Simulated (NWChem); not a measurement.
Molecule: C₃H₇FSi; SMILES C=C(F)C[SiH3]

```xyz
12

C      0.7930     2.0568     0.3993
C      0.0883     1.0481    -0.1050
F     -1.2717     1.1111    -0.0810
C      0.5744    -0.2312    -0.6999
Si    -0.0538    -1.7871     0.2167
H      0.2995     2.9224     0.8263
H      1.8760     2.0302     0.3899
H      1.6693    -0.2401    -0.7095
H      0.2397    -0.3067    -1.7445
H      0.1713    -1.6437     1.6789
H     -1.4986    -2.0171    -0.0353
H      0.7067    -2.9678    -0.2770
```
Atoms are numbered in this order, from 1.

Computed with NWChem. Pople sets run with spherical d functions. Coordinates come from a B3LYP/6-31G* (spherical d) optimisation. Ions are spin-unrestricted doublets at the neutral geometry; other ion states weren't tried.

Question: Predict the results for M06-2X/6-31G*. Quantities: vertical ionisation energy, ΔSCF (eV); −ε(HOMO) (eV).

Answer: 
| Item | Value |
|---|---|
| vertical ionisation energy, ΔSCF (eV) | 9.37 |
| −ε(HOMO) (eV) | 8.19 |
